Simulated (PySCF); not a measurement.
Gas-phase reaction: Sb2 + 3 I2 = 2 SbI3

Method: PySCF energies plus ideal-gas RRHO corrections (1 bar). † marks an energy on the PBE0/def2-TZVP geometry and frequencies; other levels use their own. MP2 freezes the core. All species are closed-shell singlets. I, Sb: scalar-relativistic def2 core potential, no spin-orbit coupling. MP2 isn't extrapolated to the basis-set limit; its ΔH°(298 K) is -467.7 kJ in def2-SVP and -508.2 kJ in def2-TZVPP. The harmonic model lacks anharmonicity and excited electronic states, which grow with temperature; levels with a mode under 35 cm⁻¹ are left out. Soft modes under 120 cm⁻¹ make the harmonic entropy rough for SbI3.

```
level               ΔE electronic, kJ  ΔH°(298 K), kJ  ΔS°(298 K), J/K  ΔG°(1200 K), kJ
------------------  -----------------  --------------  ---------------  ---------------
M06-2X/def2-TZVP†                -564            -559             -236             -289
MP2/def2-SVP†                    -473            -468             -236             -197
PBE0/def2-TZVP                   -524            -519             -236             -249
r2SCAN/def2-TZVP†                -546            -541             -236             -270
ωB97M-V/def2-TZVP†               -531            -526             -236             -255
```
ΔH° is lowest at M06-2X/def2-TZVP† and highest at MP2/def2-SVP†. No reference value is set beside these.
